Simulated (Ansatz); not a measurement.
Start from `O[SiH2]/C=C/F` and change one atom or group (the configuration at the double bond changes too) to get `N/C=C\F`.

Ansatz, PBE0-D4/def2-TZVP geometries, multiplicity 1. Each molecule was computed in one conformer, which needn't be the lowest.

| property | `O[SiH2]/C=C/F` |
| --- | --- |
| ideal-gas entropy at 298 K and 1 bar (rigid rotor, harmonic PBE0-D4/def2-TZVP) / J/(mol·K) | 340 |
| HOMO–LUMO gap (B3LYP/def2-TZVPP) / eV | 7.06 |
| zero-point energy (PBE0-D4/def2-TZVP) / kJ/mol | 174.1 |
| size of the dipole moment (ωB97M-V/def2-TZVPP) / D | 1.42 |
| LUMO energy (ωB97M-V/def2-TZVPP) / eV | 1.68 |
| HOMO energy (ωB97M-V/def2-TZVPP) / eV | -10.03 |

Q: Give the same properties after the change, and the shifts. (Best estimate.)

A: The calculation gave: 
```tsv
property	`N/C=C\F`	shift
ideal-gas entropy at 298 K and 1 bar (rigid rotor, harmonic PBE0-D4/def2-TZVP) / J/(mol·K)	282	-58
HOMO–LUMO gap (B3LYP/def2-TZVPP) / eV	6.46	-0.60
zero-point energy (PBE0-D4/def2-TZVP) / kJ/mol	163.3	-10.8
size of the dipole moment (ωB97M-V/def2-TZVPP) / D	1.99	0.57
LUMO energy (ωB97M-V/def2-TZVPP) / eV	2.46	0.78
HOMO energy (ωB97M-V/def2-TZVPP) / eV	-8.27	1.76
```

With PBE0 the HOMO rises by 1.77 eV and the LUMO rises by 1.28 eV, so the gap narrows by about 0.49 eV. PBE moves the HOMO by 1.78 eV and ωB97M-V by 1.76 eV. The zero-point energy changes by -10.8 kJ/mol with -6 modes. Dipoles are sizes alone; their direction can turn.

Positive LUMOs are unbound, so they and the gaps depend on the basis.

B3LYP here is the variant with VWN-RPA as its local correlation; programs differ in this.
